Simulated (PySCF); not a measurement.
Cr+ (chromium, charge +1) across methods

[Ar] 3d5, high-spin 6S determinant. Calculation: PySCF 2.14, in aug-cc-pwCVTZ (10s9p7d4f3g, 127 functions); the non-relativistic Hamiltonian (point nucleus).

```csv
method,E (hartree),mean ε 3p α (eV),mean ε 3p β (eV),mean ε 3d α (eV),Σ⟨r²⟩ (bohr²),⟨S²⟩
PBE,-1043.961,-53.227,-48.757,-10.986,22.12,8.750
LDA,-1041.939,-53.151,-48.902,-11.186,22.07,8.750
wB97X,-1044.194,-59.143,-53.659,-14.901,21.54,8.750
r2SCAN,-1044.173,-54.967,-49.170,-11.066,21.70,8.750
PW91,-1044.256,-53.290,-48.852,-11.066,22.11,8.750
PBE0,-1043.997,-57.291,-51.191,-12.728,21.62,8.750
revPBE,-1044.099,-53.174,-48.686,-10.903,22.09,8.750
UHF,-1043.13921,-68.987,-57.323,-17.664,20.82,8.750
```
